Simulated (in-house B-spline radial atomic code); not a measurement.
A run on Ti- that did not converge. Method: scalar-relativistic (X2C) TPSSh, spin-polarised, spherical fractional occupations, exact exchange averaged over the configuration, Fermi nucleus of rms radius 3.5921 fm; computed with a B-spline radial code for spherical atoms.

Command:
```bash
python run_scf.py task.json out
```
Settings (nuclear radius in fm, mass in u):
```
Z                22
configuration    [Ar] 3d3 4s2
hamiltonian      x2c
method           tpssh
spin_polarised   True
nucleus          fermi
rms_radius       3.5921
atomic_mass      47.94794
speed_of_light   137.035999084
exact_exchange   averaged over the configuration
```

First and last ten iterations of the last attempt (damped for 15 steps, keeping 80 % of the old Fock matrix, then DIIS):
```
 iter        energy (Eh)    residual
    1        -851.396687    8.12e-02
    2        -851.876829    1.76e-01
    3        -852.739324    1.15e-01
    4        -853.223033    7.74e-02
    5        -853.482412    5.95e-02
    6        -853.614274    4.23e-02
    7        -853.677543    2.93e-02
    8        -853.706666    2.22e-02
    9        -853.720316    1.70e-02
   10        -853.727388    1.30e-02
  111        -736.441389    6.75e-01
  112        -736.037392    6.82e-01
  113        -736.743632    6.74e-01
  114        -533.639237    9.72e-01
  115        -852.301660    1.48e-01
  116        -846.509430    1.01e-01
  117        -846.500333    1.11e-01
  118        -846.533999    1.11e-01
  119        -852.818228    1.05e-01
  120        -852.911419    1.02e-01
 not converged after 120 iterations
```

The smallest residual met was 8.9e-03; the threshold is about 2e-07. No energy from this run should be used. Run time, properties included: 5.7 s on 1 thread of Arm Neoverse V1, with other jobs on the host.
